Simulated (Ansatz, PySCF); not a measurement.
Dimer: H2O (SMILES O) (first 3 atoms) with CH3F (SMILES CF); geometry from B3LYP-D3(BJ)/def2-TZVP, rigid monomers moved along the line of their centres of mass till H2···F5 is 2.80 Å.
(charge 0, multiplicity 1):
```xyz
8

O      0.000     0.483    -0.139
H      0.209    -0.135     0.573
H     -0.439    -0.041    -0.816
C     -0.212     0.469     3.928
F      0.246    -0.705     3.313
H     -0.518     1.164     3.147
H     -1.054     0.210     4.569
H      0.604     0.884     4.517
```

Monomers are frozen at their geometry in the pair; levels with a basis set take the counterpoise correction. Rows marked so take none.

Rows in 6-31G* carry no dispersion term and start afresh at each structure (6-31G* with six Cartesian d functions).

Codes used: Ansatz (Gaussian orbitals); PySCF for 6-31G* rows, the dispersion terms. 

Question: One of these levels gives -2.95 kcal/mol for the interaction energy. Which one is it?
A. B3LYP/6-31G* (no counterpoise)
B. B3LYP/def2-TZVPPD
C. PBE-D4/def2-TZVPPD

Answer: A, B3LYP/6-31G* (no counterpoise). The others give -2.17 (PBE-D4/def2-TZVPPD), -1.63 (B3LYP/def2-TZVPPD)

Ansatz is an electronic-structure program.
